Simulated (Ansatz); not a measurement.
Isolated molecules relaxed with PBE0-D4/def2-TZVP in Ansatz; ΔE leaves out vibrations. CCSD(T)/CBS adds triple-zeta CCSD(T) − MP2 to the extrapolated MP2 energy (def2 sets, frozen cores). DFT in def2-TZVPP. Each species was taken in one conformer, which may not be the lowest.

`C=CC[SiH](F)F` → `C[SiH2]/C(F)=C\F`  (isomerisation)

CCSD(T)/CBS gives +104.4 kcal/mol.

Another level gave +107.3 kcal/mol. Which?
A. PBE0/def2-TZVPP
B. MP2/def2-TZVPP
C. r2SCAN/def2-TZVPP
D. B2PLYP/def2-TZVPP

B. MP2/def2-TZVPP 107.3, r2SCAN 98.7, PBE0 96.4, B2PLYP 101.8 kcal/mol.

Largest T1 diagnostic among the species: 0.012.

From PBE to PBE0 (25 % exact exchange), in def2-TZVPP and without D4, ΔE moves by +4.2 kcal/mol.
